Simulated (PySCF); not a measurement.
**Field gradients at the hydrogen positions**

C5H9P2Si (charge -1).
Cartesian coordinates in Å at the GFN2-xTB level; atoms count from 1:
```
atom  x, y, z in Å
C1    -2.1114   -1.2360   -0.5160
C2    -0.7833   -0.5828   -0.2509
P3     0.7205   -1.3859   -0.6616
C4     1.7405   -0.0989   -0.0769
Si5    3.5943   -0.1891   -0.2001
P6     0.9296    1.2954    0.5846
C7    -0.6863    0.6644    0.3280
C8    -1.9028    1.4506    0.7318
H9    -1.9632   -2.2069   -0.9872
H10   -2.6657   -1.3837    0.4152
H11   -2.7275   -0.6184   -1.1758
H12    4.1347    0.2853   -1.4931
H13    4.2574    0.6293    0.8294
H14    4.1021   -1.5640   -0.0429
H15   -2.5492    1.6425   -0.1293
H16   -2.4914    0.9036    1.4738
H17   -1.6054    2.4065    1.1614
```

Level: PBE0/pcSseg-1 (PySCF, non-relativistic); Q(2H) = 0.00286 b; rigid geometry, the same for H and D, with no vibrational averaging.

What are Vzz, η and χzz (234.96 MHz × Q × Vzz) at all hydrogens?

```csv
atom,bonded to,bond length (Å),Vzz (au),η,χzz (kHz)
H9,C1,1.089,0.3147,0.01,211
H10,C1,1.094,0.3100,0.01,208
H11,C1,1.094,0.3096,0.01,208
H12,Si5,1.479,0.1570,0.01,105
H13,Si5,1.473,0.1616,0.01,109
H14,Si5,1.474,0.1607,0.01,108
H15,C8,1.094,0.3099,0.01,208
H16,C8,1.094,0.3099,0.01,208
H17,C8,1.089,0.3148,0.01,212
```

Average by the element that carries the hydrogen.

on C: 209 kHz over 6 positions, mean bond length 1.092 Å; on Si: 107 kHz over 3 positions, mean bond length 1.475 Å.

Give the 2H NMR doublet splittings at H9 for a magnetic field along the z, y and x axes of the gradient: 3χ/2, 3χ(1 + η)/4, 3χ(1 − η)/4.

With |χ| = 211.5 kHz and η = 0.014: 317, 161 and 156 kHz, to first order and without motion.

Geometry: GFN2-xTB; no solvent, vibrations or thermal averaging. GFN2-xTB frequencies show an imaginary mode (26i cm⁻¹), so this geometry is no minimum at that level. The pcSseg-1 basis has no diffuse functions, a weakness for an anion. GFN2-xTB bond lengths can be off by several hundredths of an ångström, more for odd bonds, and the gradients follow them. With so small a basis the couplings can be 20 % off.

The run behind these numbers computed NMR shieldings as well. The run took 38 s on one thread of an Arm Neoverse V2, no GPU, on a shared host, and the process peaked at 0.92 GiB of memory.
